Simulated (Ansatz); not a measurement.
CH6BClGeO can be A, `ClBC[O][GeH3]`, or B, `O[B]([GeH3])CCl`.

Program: Ansatz. Geometries: PBE0-D4/def2-TZVP. ΔE: electronic, gas phase. CCSD(T)/CBS adds triple-zeta CCSD(T) − MP2 to the extrapolated MP2 energy (def2 sets, frozen cores). Functionals use def2-TZVPP. B3LYP here is the variant with VWN-RPA as its local correlation; programs differ in this. For Ge outer-core shells are correlated without core-valence functions, which leaves a few kJ/mol of doubt a bond. Scalar relativity is left out up to krypton. One conformer a species, not always the lowest.

Q: Which isomer does CCSD(T)/CBS put lower? Give the gap. (Estimate.)

A: The calculation gave: B, by 53.8 kJ/mol.

Q: Give E(B) − E(A) in kJ/mol with CCSD(T)/def2-TZVPP, ωB97M-V, B3LYP-D4, PBE0-D4, B2PLYP, HF/def2-TZVPP, B3LYP. (Best estimate.)

A: Computed: CCSD(T)/def2-TZVPP -48.8, ωB97M-V -49.0, B3LYP-D4 -48.9, PBE0-D4 -56.3, B2PLYP -45.4, HF/def2-TZVPP -25.0, B3LYP -46.9. None reverses the order clearly.

Largest T1 diagnostic: 0.013.

In def2-TZVPP, CCSD(T) changes the Hartree–Fock value by −23.8 kJ/mol (the triples alone add −2.3 kJ/mol) and MP2 by −21.9 kJ/mol. From PBE to PBE0 (25 % exact exchange), in def2-TZVPP and without D4, E(B) − E(A) moves by +3.1 kJ/mol.
